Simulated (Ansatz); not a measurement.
`O[SiH2][SiH3]` + `O[SiH](O)[SiH3]` → `O[SiH]([SiH3])O[SiH3]` + `O[SiH3]`  (cleavage of the Si–Si bond)

Gas-phase electronic energies from Ansatz, PBE0-D4/def2-TZVP geometries. CCSD(T)/CBS is the MP2 limit (def2-TZVPP, def2-QZVPP) plus CCSD(T) − MP2 in def2-TZVPP, frozen cores. This one scheme is used for every species. DFT in def2-TZVPP. B3LYP here is the variant with VWN-RPA as its local correlation; programs differ in this. Each species was taken in one conformer, which may not be the lowest.

| level | ΔE (kJ/mol) |
| --- | --- |
| r2SCAN0-D4 | -103.7 |
| B3LYP | -103.5 |
| BHLYP | -116.6 |
| LC-ωPBE | -95.4 |
| MP2/def2-SVP | -110.8 |
| HF/def2-TZVPP | -132.1 |
| MP2/def2-TZVPP | -115.7 |
| CCSD(T)/def2-TZVPP | -107.7 |

What does CCSD(T)/CBS give? (Estimate.)

Ansatz gave: -107.8 kJ/mol. The listed levels differ from it by 4.1, 4.3, -8.8, 12.4, -3.0, -24.3, -7.9, 0.1 kJ/mol.

Largest T1 diagnostic among the species: 0.013.

From PBE to PBE0 (25 % exact exchange), in def2-TZVPP and without D4, ΔE moves by −9.9 kJ/mol. In def2-TZVPP, CCSD(T) changes the Hartree–Fock value by +24.4 kJ/mol (the triples alone add +3.1 kJ/mol) and MP2 by +16.5 kJ/mol.
